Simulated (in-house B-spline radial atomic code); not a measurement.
# OEP/ALDAx excitations of Kr6+

Method: OEP/ALDAx. Computed with an all-electron radial atomic-structure program (B-spline basis): linear response of the closed shell [Ar] 3d10 4s2 with the adiabatic LDA exchange kernel on the exchange-only optimised effective potential; non-relativistic, point nucleus, no spin-orbit coupling, no double excitations, S, P, D and F terms only; shells from n = 2 respond. Only terms of natural parity with L up to 3 were computed.

Without relativity these are model numbers for so heavy an element.

Command:
```bash
python run_td.py task.json out
```
Settings (radii: box in bohr, nucleus in fm):
```
Z                        36
electrons                30
configuration            [Ar] 3d10 4s2
hamiltonian              nr
method                   oep
box_radius               14.35
intervals                74
```

Run time, properties included: 1.2 s on 1 thread of Intel(R) Xeon(R) Platinum 8259CL CPU @ 2.50GHz (Skylake/Cascade Lake), on a shared host.

The lowest states, in the order of their Tamm-Dancoff energies; the method's threshold (minus the highest occupied level) is 105.60 eV. Labels give the largest channel, * marks a mixed state, and oscillator strengths are full-response dipole values. Semilocal kernels can invert the small singlet-triplet splittings of Rydberg terms. Energies in eV:

```tsv
state	full response	Tamm-Dancoff	oscillator strength
4s → 4p 3P	?	?	-
4s → 4p 1P	20.350	21.159	1.5
4s → 4d 3D	39.42	39.48	-
4s → 4d 1D	42.10	42.14	-
4s → 5s 3S	?	?	-
4s → 5s 1S	52.96	53.00	-
4s → 5p 3P	57.86	57.87	-
4s → 5p 1P	58.60	58.66	0.105
4s → 4f 3F	61.08	61.11	-
4s → 4f 1F	62.10	62.10	-
```

Task: Where does 4s → 4p 3P lie?

Result: At 13.781 eV in full response, 13.992 eV in Tamm-Dancoff.

Task: Where does 4s → 5s 3S lie?

Result: At 51.48 eV in full response, 51.50 eV in Tamm-Dancoff.

Task: How large is the singlet-triplet splitting of 4s → 4p (P terms) in Tamm-Dancoff?

Result: 7.17 eV, from the unrounded values.

Task: What polarisabilities and dispersion coefficient does the method give?

Result: Dipole 2.947 bohr³, quadrupole 3.53 bohr⁵, C6 5.743 hartree·bohr⁶ for two such species.
